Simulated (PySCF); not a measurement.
## [LaF2]+ at several levels of theory

Computed with PySCF 2.14.0 (density fitting, no spin-orbit coupling) at the geometry relaxed with PBE0:

```xyz
3
[LaF2]+ (singlet)
La    0.0000    0.0000   -0.3891
F     1.6562    0.0000    0.7994
F    -1.6562    0.0000    0.7994
```

| level | basis | state | HOMO (eV) | gap (eV) | charge on La1 (e) | population of f-type functions on La1 (polarisation alone where 4f lies in the core) | dipole about the centre of mass (D) | largest force component (eV/Å) |
| --- | --- | --- | --- | --- | --- | --- | --- | --- |
| PBE0 | La lcecp-1-SVP with ECP46, F def2-SVP | singlet | -15.71 | 8.32 | 1.74 | 0.10 | 6.61 | 0.01 |
| M06-L | the same | singlet | -14.14 | 6.80 | 1.78 | 0.10 | 6.61 | 0.46 |
| HF | the same | singlet | -20.48 | 15.31 | 2.08 | 0.09 | 7.79 | 0.45 |

In the lcecp rows the 4f levels are missing from HOMO and gap, and the state counts the valence alone.

Charges are Mulliken's, which hang on the basis. The relaxation used the grid (50, 194), these runs (75, 302) or, all-electron (x2c bases, spin-free X2C Hamiltonian), (99, 590).

What does PBE0 with La lcecp-1-TZVP with ECP46, F def2-TZVP give here?

state singlet, HOMO (eV) -15.78, gap (eV) 8.48, charge on La1 (e) 1.88, population of f-type functions on La1 (polarisation alone where 4f lies in the core) 0.14, dipole about the centre of mass (D) 6.63, largest force component (eV/Å) 0.33. Time: 5.8 s on 2 threads of Arm Neoverse V2, on a shared host, from free ions and atoms.

In the first row's basis the gap widens with exact exchange: 6.8 eV for M06-L (none); 8.3 eV for PBE0 (a fixed share); 15.3 eV for Hartree–Fock (rising or full at long range).
